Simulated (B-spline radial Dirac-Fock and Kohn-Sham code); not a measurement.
**Photoelectron lines of Lu⁵⁺ at 4520 eV**

System: lutetium as Lu⁵⁺, [Xe] 4f12.

Input file task.json (cfg lists n, l and occupation; rrms is the nuclear radius in fm):

```json
{"items": [{
  "Z": 71,
  "q": 5,
  "cfg": [[1, 0, 2], [2, 0, 2], [2, 1, 6], [3, 0, 2], [3, 1, 6], [3, 2, 10], [4, 0, 2], [4, 1, 6], [4, 2, 10], [4, 3, 12], [5, 0, 2], [5, 1, 6]],
  "A": 175,
  "rrms": 5.37,
  "do": ["binding", "quiet", "photo", "scan"],
  "hv": [53.3, 85.9, 257.0, 330.0, 470.0, 611.0, 1030.0, 1150.0, 1420.0, 2710.0, 4160.0, 4520.0, 5190.0, 15800.0, 16500.0, 21700.0, 26600.0, 29700.0, 34900.0, 40700.0, 87300.0, 94900.0, 136000.0, 147000.0]
}]}
```

Command: `python xray_run.py task.json out`

These are calculated numbers from a radial atomic solver; the model is a relativistic central-field model (Hartree-Slater potential of the initial state, Latter tail, multipole expansion of the photon field, Dirac-Fock thresholds). The asymmetry parameter β is from the dipole term alone. Kinetic energies are from the vacuum level. Open shells are spread statistically over j, without multiplet splitting.

| subshell | electrons | binding (eV) | kinetic (eV) | σ (kb) | β |
| --- | --- | --- | --- | --- | --- |
| 3s | 2 | 2589.0 | 1931.0 | 13.9 | 1.95 |
| 3p1/2 | 2 | 2357.5 | 2162.5 | 19.4 | 1.58 |
| 3p3/2 | 4 | 2118.7 | 2401.3 | 38.2 | 1.64 |
| 3d3/2 | 4 | 1730.7 | 2789.3 | 32.7 | 1.27 |
| 3d5/2 | 6 | 1679.7 | 2840.3 | 44.9 | 1.22 |
| 4s | 2 | 601.0 | 3919.0 | 3.86 | 1.95 |
| 4p1/2 | 2 | 505.8 | 4014.2 | 4.59 | 1.67 |
| 4p3/2 | 4 | 451.2 | 4068.8 | 8.57 | 1.74 |
| 4d3/2 | 4 | 294.1 | 4225.9 | 5.61 | 1.33 |
| 4d5/2 | 6 | 284.0 | 4236.0 | 7.66 | 1.25 |
| 4f5/2 | 5.14 | 91.46 | 4428.5 | 0.641 | 0.87 |
| 4f7/2 | 6.86 | 89.67 | 4430.3 | 0.799 | 0.85 |
| 5s | 2 | 137.1 | 4382.9 | 0.737 | 1.96 |
| 5p1/2 | 2 | 105.6 | 4414.4 | 0.745 | 1.68 |
| 5p3/2 | 4 | 97.07 | 4422.9 | 1.36 | 1.75 |

Branching ratios of the spin-orbit partners (statistical value in brackets): 3p 1.97 (2.00), 3d 1.37 (1.50), 4p 1.87 (2.00), 4d 1.36 (1.50), 4f 1.25 (1.33), 5p 1.82 (2.00).

Run: 11 s of CPU time on 1 thread of Intel(R) Xeon(R) Platinum 8259CL CPU @ 2.50GHz (shared host), peak memory 0.40 GiB.
